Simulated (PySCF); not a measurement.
# Telling isomers of C4H8FNSi2 apart by NMR

Isolated molecule, one averaged value for each set of equivalent atoms, relativity neglected, one conformer. σ from GIAO-PBE0/pcSseg-1; geometry: GFN2-xTB; PySCF 2.14.0 with density-fitted response routines.

δ = σ(ref) − σ, references computed at the same level: TMS for 1H, 13C. Splittings of carbon signals by F and P are missing where no couplings were computed. Where no couplings were computed, multiplicities follow the n + 1 count of equivalent neighbours, and m marks all less simple cases (inequivalent or close neighbours, rings, F or P nearby). Shifts are as computed. Against solution values, carbons near 30 ppm lie about +3 ppm off and those near 130 ppm about +5 ppm. Of 1211 compounds with measured shifts, 218 miss one by over three times the rms of a fit or turn the order of signals round; such compounds aren't used in these exercises.

(1) Tabulate the signals of `N#C/C(=C\F)C([SiH3])[SiH3]`, `C[C@@H]1[SiH2][C@@H](F)[Si@H]1C#N` and their relative energies.

(2) What is the quickest way to tell N#C/C(=C\F)C([SiH3])[SiH3] from C[C@@H]1[SiH2][C@@H](F)[Si@H]1C#N?

Results:

(1) 
```tsv
SMILES	carbon types	δC	δH	E rel. (kcal/mol)
N#C/C(=C\F)C([SiH3])[SiH3]	2×C 2×CH	167.0, 117.6, 105.5, 6.8	7.27 (m, 1H), 4.12 (d, 6H), 1.13 (sept, 1H)	16.5
C[C@@H]1[SiH2][C@@H](F)[Si@H]1C#N	1×C 2×CH 1×CH3	122.8, 88.0, 15.6, 9.8	5.99 (m, 1H), 5.10 (m, 1H), 4.98 (m, 1H), 4.69 (m, 1H), 1.70 (m, 1H), 1.32 (d, 3H)	0.0
```

Energies are electronic energies at PBE0/pcSseg-1 on these geometries, without zero-point or thermal terms, each for the one conformer computed, which needn't be the lowest.

(2) Both give the same number of carbon signals, but DEPT or the intensities differ. The first has an alkene CH at 167.0 ppm, the second an sp3 CH bonded to F and 2 Si at 88.0 ppm. Their most deshielded carbons lie at 167.0 and 122.8 ppm. In the proton spectra the most deshielded non-exchanging signals are 7.27 (m, 1H) and 5.99 (m, 1H).
